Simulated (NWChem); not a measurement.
Molecule: CH₄FGa; SMILES [CH3][GaH][F]

Computed with NWChem. Coordinates come from a PBE0/def2-SVP optimisation. Vertical excitations in the gas phase; the lowest state need not have the same character in each row.

| level | lowest excitation, singlet (eV) | oscillator strength of that lowest state | lowest state with f > 0.02, singlet (eV) | oscillator strength of that bright state | orbital gap (eV) |
|---|---|---|---|---|---|
| PBE/def2-SVPD, full TDDFT | 5.29 | 0.001 | 6.74 | 0.100 | 5.18 |
| B3LYP/def2-SVPD, full TDDFT | 5.60 | 0.001 | 7.18 | 0.131 | 6.81 |
| PBE0/def2-SVPD, full TDDFT | 5.77 | 0.001 | 7.41 | 0.126 | 7.33 |
